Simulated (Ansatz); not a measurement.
Calculated with Ansatz (gas phase, PBE0-D4/def2-TZVP geometries, no zero-point term in ΔE). CCSD(T)/CBS adds triple-zeta CCSD(T) − MP2 to the extrapolated MP2 energy (def2 sets, frozen cores). Functionals use def2-TZVPP. B3LYP here is the variant with VWN-RPA as its local correlation; programs differ in this. Each species was taken in one conformer, which may not be the lowest.

Consider the redistribution: `N[Si](O)(S)Cl` + `CC([SiH3])[SiH3]` → `C[Si](N)(S)Cl` + `OC([SiH3])[SiH3]`.

| level | ΔE (kJ/mol) | difference from CCSD(T)/CBS |
| --- | --- | --- |
| PBE-D4 | 154.7 | -17.2 |
| r2SCAN-D4 | 167.5 | -4.4 |
| B2PLYP | 169.1 | -2.8 |
| r2SCAN | 167.2 | -4.7 |
| B3LYP | 161.8 | -10.1 |
| HF/def2-TZVPP | 178.1 | 6.2 |
| MP2/def2-TZVPP | 179.8 | 7.9 |
| SCS-MP2/def2-TZVPP | 176.2 | 4.3 |
| CCSD/def2-TZVPP | 173.3 | 1.4 |
| CCSD(T)/def2-TZVPP | 171.7 | -0.2 |
| HF/def2-QZVPP | 178.8 | 6.9 |
| MP2/def2-QZVPP | 180.2 | 8.3 |
| SCS-MP2/def2-QZVPP | 176.7 | 4.8 |
| HF/CBS(def2) | 179.0 | 7.1 |
| MP2/CBS(def2) | 180.0 | 8.1 |
| CCSD/CBS(def2) | 173.4 | 1.5 |
| CCSD(T)/CBS | 171.9 | 0 |

Largest T1 diagnostic among the species: 0.012.

From PBE to PBE0 (25 % exact exchange), in def2-TZVPP and without D4, ΔE moves by +9.3 kJ/mol.

CCSD(T)/CBS has its own doubt, a few kJ/mol and more with outer-core shells, so smaller differences from it don't rank the levels.
